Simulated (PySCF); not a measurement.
**Core binding energy against partial charge**

Compound: C3H5FSe.
Atom-mapped SMILES: `[CH2:1]=[C:2]([F:3])[CH2:4][SeH:5]`

Cartesian coordinates in Å at the PBE0-D3(BJ)/def2-SVP level; atoms count from 1:
```xyz
10
C3H5FSe angstrom
C     -1.3653    0.6924   -0.4913
C     -0.2931    0.5122    0.2752
F      0.4251    1.5665    0.6851
C      0.2514   -0.7700    0.7814
Se     2.0265   -1.2008    0.0486
H     -1.6663    1.6956   -0.7964
H     -1.9498   -0.1641   -0.8265
H      0.3294   -0.7526    1.8783
H     -0.3967   -1.6054    0.4885
H      2.6442    0.0291    0.5660
```

Binding energies: delta-SCF UKS SCAN, pcX-2 on the ionised atom, pcseg-1 elsewhere, spin-free X2C in PySCF 2.14.0. Charges: PBE0/pcSseg-1 ground-state density, for the ionised atom.

```json
{"atom": "C1", "environment": "terminal =CH2 carbon", "C 1s (eV)": "290.36", "Mulliken (e)": "-0.221", "IAO (e)": "-0.378", "Hirshfeld (e)": "-0.133", "ESP (e)": "-0.698"}
{"atom": "C4", "environment": "sp3 carbon bound to selenium", "C 1s (eV)": "291.73", "Mulliken (e)": "-0.304", "IAO (e)": "-0.388", "Hirshfeld (e)": "-0.092", "ESP (e)": "-0.568"}
{"atom": "C2", "environment": "vinylic C–F carbon", "C 1s (eV)": "293.16", "Mulliken (e)": "+0.200", "IAO (e)": "+0.301", "Hirshfeld (e)": "+0.082", "ESP (e)": "+0.415"}
```

Task: How well does each charge scheme correlate with the binding energies over these sites?

Result: Hirshfeld: r = 0.95, slope 11.6 eV per e; ESP: r = 0.92, slope 2.1 eV per e; IAO: r = 0.87, slope 3.1 eV per e; Mulliken: r = 0.79, slope 4.1 eV per e. On 3 points no scheme stands out.

Task: The point-charge model writes a binding energy as kq + V + constant, with V the potential of the other atoms' charges at the site. What does it give with the Hirshfeld charges?

Result: V = Σ 14.40 eV Å × q/r over all other atoms: +1.83 eV at C1, +1.46 eV at C4, -1.70 eV at C2. Fitting binding energy − V to q gives k = 28.5 eV per e and leaves an rms residual of 0.24 eV, against 0.37 eV for the fit on q alone. The model has no term for differences in relaxation between sites.

The unrestricted hole states depart most from a pure doublet (⟨S²⟩ = 0.75; over 0.85 named) for C 1s of C2 (0.86), which makes this value less certain. Isolated species at its PBE0-D3(BJ)/def2-SVP geometry (one conformer only).
